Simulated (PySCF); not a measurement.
C3H7NSi, SMILES C=C=CN[SiH3].

The structure is a stationary point at B3LYP-D3(BJ)/def2-SVP. The structure was generated by enumeration, and PubChem lists no compound with its InChIKey, so it may never have been made. One conformer was computed; it need not be the lowest.

Two levels are set side by side: TDA-PBE/def2-SVPD (PySCF) and TDA-M06-2X/def2-SVPD (PySCF). Vertical, same geometry. The lowest singlet is HOMO→LUMO 100 % with PBE and HOMO→LUMO 81 % with the other functional; states are paired by order. Differences are taken from unrounded values.

```tsv
quantity	TDA-PBE
lowest singlet excitation (eV)	3.78
lowest triplet excitation (TDA) (eV)	3.47
first bright state (f over 0.05) (eV)	5.67
its oscillator strength	0.15
```

### Question
These are the TDA-PBE values. What does TDA-M06-2X give? (An estimate is asked for; the answer gives what the named calculation found.)

### Answer

```json
[
 {"quantity": "lowest singlet excitation (eV)", "TDA-M06-2X": "4.22", "TDA-PBE minus TDA-M06-2X": "-0.44"},
 {"quantity": "lowest triplet excitation (TDA) (eV)", "TDA-M06-2X": "3.97", "TDA-PBE minus TDA-M06-2X": "-0.51"},
 {"quantity": "first bright state (f over 0.05) (eV)", "TDA-M06-2X": "6.49", "TDA-PBE minus TDA-M06-2X": "-0.82"},
 {"quantity": "its oscillator strength", "TDA-M06-2X": "0.34", "TDA-PBE minus TDA-M06-2X": "-0.19"}
]
```

Functionals without exact exchange tend to place singlet excitations lower, as here. Differences between two approximate levels are no errors against the true value.

Rough cost on one machine, each run with all the roots and properties that it gave: TDA-M06-2X against TDA-PBE about 6 times.
